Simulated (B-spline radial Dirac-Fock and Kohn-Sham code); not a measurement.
## Photoionisation of vanadium ions at Mo Kα (17479.3 eV)

Model: a relativistic central-field model (Hartree-Slater potential of the initial state, Latter tail, multipole expansion of the photon field, Dirac-Fock thresholds). Program: an atomic code on a B-spline grid. Cross sections in kb; a dash marks an empty subshell or a threshold above the photon energy.

```tsv
ion	configuration	total	2s	2p3/2	3s	3p3/2	3d5/2
V	[Ar] 3d3 4s2	2.157	0.149	0.0245	0.0207	0.00316	7.09e-06
V¹¹⁺	[Ne] 3s2	2.167	0.153	0.0252	0.0302	–	–
V¹³⁺	[He] 2s2 2p6	2.141	0.154	0.0258	–	–	–
```

Values without a named source are computed, but for edge energies of neutral atoms, which are taken from tables.
